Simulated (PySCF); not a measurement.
Geometries of 3 isomers of C3H7NSSi, from PBE0-D3(BJ)/def2-SVP geometry optimisation, gas phase (PySCF). One conformer each, no zero-point energy, no frequencies.

Question: Which isomer lies lowest at this level?
A.
```xyz
13
angstrom
C      2.745    0.058    0.169
C      1.437   -0.203    0.049
C      0.549    0.653   -0.741
N     -0.695    0.504   -0.940
Si    -1.878   -0.644   -0.398
S     -3.378    0.426    0.694
H      3.191    0.928   -0.325
H      3.411   -0.578    0.757
H      0.993   -1.074    0.544
H      1.057    1.523   -1.208
H     -2.421   -1.282   -1.630
H     -1.446   -1.712    0.561
H     -3.553    1.352   -0.276
```
B.
```xyz
13
angstrom
N     -2.379    2.069   -0.390
C     -2.099    1.031    0.039
C     -1.682   -0.264    0.556
S     -0.800   -1.262   -0.682
C      0.612   -0.172   -1.036
Si     1.916   -0.174    0.335
H     -1.072   -0.116    1.461
H     -2.565   -0.854    0.842
H      0.248    0.839   -1.285
H      1.056   -0.576   -1.961
H      1.288    0.203    1.638
H      2.501   -1.541    0.457
H      2.998    0.809    0.023
```
C.
```xyz
13
angstrom
C      2.379    0.262   -0.459
S      0.801    0.270   -1.371
Si    -0.514   -0.407    0.160
C     -2.266   -0.374   -0.466
C     -0.348    0.765    1.607
N     -0.208    1.503    2.490
H      3.150    0.591   -1.169
H      2.350    0.964    0.387
H      2.631   -0.747   -0.103
H     -0.101   -1.735    0.697
H     -2.961   -0.702    0.321
H     -2.542    0.645   -0.775
H     -2.373   -1.046   -1.331
```

Answer: C. That is `CS[Si@H](C)C#N`, 17.5 kcal/mol below the next.

```json
{"SMILES": "CS[Si@H](C)C#N", "atoms numbered as above": "[CH3:1][S:2][Si@H:3]([CH3:4])[C:5]#[N:6]", "E (Eh)": "-860.19381", "relative (kcal/mol)": "0.0", "relative (kJ/mol)": "0.0", "dipole (D)": "2.91"}
{"SMILES": "C=C/C=N\\[SiH2]S", "atoms numbered as above": "[CH2:1]=[CH:2]/[CH:3]=[N:4]\\[SiH2:5][SH:6]", "E (Eh)": "-860.16585", "relative (kcal/mol)": "17.5", "relative (kJ/mol)": "73.4", "dipole (D)": "2.82"}
{"SMILES": "N#CCSC[SiH3]", "atoms numbered as above": "[N:1]#[C:2][CH2:3][S:4][CH2:5][SiH3:6]", "E (Eh)": "-860.13334", "relative (kcal/mol)": "37.9", "relative (kJ/mol)": "158.8", "dipole (D)": "2.63"}
```
